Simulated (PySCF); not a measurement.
Atom-mapped SMILES (the numbers label the heavy atoms): `[CH2:1]=[C:2]([CH3:3])[C@@H:4]1[SiH2:5][C@H:6]1[O:7][SiH2:8][CH3:9]`. Hydrogens are named by the atom that carries them. Ha(Si5) is cis to C2 on the ring; Ha(C1) is cis to C3; Ha(Si8) is pro-R; Hb(Si8) is pro-S; Hb(Si5) is trans to C2 on the ring; Hb(C1) is trans to C3.

Level of theory: geometry: GFN2-xTB, shielding tensors at PBE0/pcSseg-1 (GIAO), in PySCF 2.14.0 with density-fitted response routines (averaged over atoms made equivalent by symmetry, fast rotation or ring inversion, no relativistic terms, gas phase, a single conformation).

Q: List the cross peaks expected in HSQC, COSY and HMBC spectra.

A: 

HSQC (one-bond C–H):
```csv
δH,δC
4.77 (Ha(C1)),106.8 (C1)
4.22 (H(C6)),64.8 (C6)
4.07 (Hb(C1)),106.8 (C1)
2.11 (H(C3)),29.7 (C3)
1.16 (H(C4)),28.5 (C4)
0.25 (H(C9)),-1.2 (C9)
```

COSY cross peaks (H two or three bonds apart, from the bond graph; peaks can be absent where the dihedral angle is near 90°):
```csv
δH,δH
5.13 (Ha(Si8)),4.83 (Hb(Si8))
5.13 (Ha(Si8)),0.25 (H(C9))
4.83 (Hb(Si8)),0.25 (H(C9))
4.77 (Ha(C1)),4.07 (Hb(C1))
4.22 (H(C6)),3.36 (Hb(Si5))
4.22 (H(C6)),2.71 (Ha(Si5))
4.22 (H(C6)),1.16 (H(C4))
3.36 (Hb(Si5)),2.71 (Ha(Si5))
3.36 (Hb(Si5)),1.16 (H(C4))
2.71 (Ha(Si5)),1.16 (H(C4))
```

HMBC (two and three bonds, from the bond graph):
```csv
δH,δC
5.13 (Ha(Si8)),"64.8 (C6), -1.2 (C9)"
4.83 (Hb(Si8)),"64.8 (C6), -1.2 (C9)"
4.77 (Ha(C1)),"157.8 (C2), 29.7 (C3), 28.5 (C4)"
4.22 (H(C6)),"157.8 (C2), 28.5 (C4)"
4.07 (Hb(C1)),"157.8 (C2), 29.7 (C3), 28.5 (C4)"
3.36 (Hb(Si5)),"157.8 (C2), 64.8 (C6), 28.5 (C4)"
2.71 (Ha(Si5)),"157.8 (C2), 64.8 (C6), 28.5 (C4)"
2.11 (H(C3)),"157.8 (C2), 106.8 (C1), 28.5 (C4)"
1.16 (H(C4)),"157.8 (C2), 106.8 (C1), 64.8 (C6), 29.7 (C3)"
```

References, each an isolated molecule treated in the same way: TMS for $^{1}$H (31.72 ppm) and $^{13}$C (186.93 ppm).

Short H···H contacts in this conformer between protons four or more bonds apart (candidates for NOE cross peaks, intensity ∝ r⁻⁶): Hb(C1)···H(C6) 2.26 Å, Ha(C1)···H(C3) 2.36 Å, H(C3)···H(C4) 2.52 Å, H(C4)···H(C9) 2.79 Å.

Shifts are as computed. Against solution values, carbons near 30 ppm lie about +3 ppm off and those near 130 ppm about +5 ppm. Of 1211 compounds with measured shifts, 218 miss one by over three times the rms of a fit or turn the order of signals round; such compounds aren't used in these exercises.
